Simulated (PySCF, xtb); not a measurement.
O3Se, SMILES [O-][Se+2]([O-])=O.

GFN2-xTB in xtb at its own geometry gives an orbital gap of 4.48 eV and a dipole moment of 0.00 D.

Geometry optimised at B3LYP-D3(BJ)/def2-SVP.

**Question.** What does ωB97X/def2-TZVPD in PySCF give? (Estimate from the structure and the level; the computed values follow.)

**Answer.** gap 10.96 eV (levels -12.68 and -1.71 eV), dipole 0.00 D.
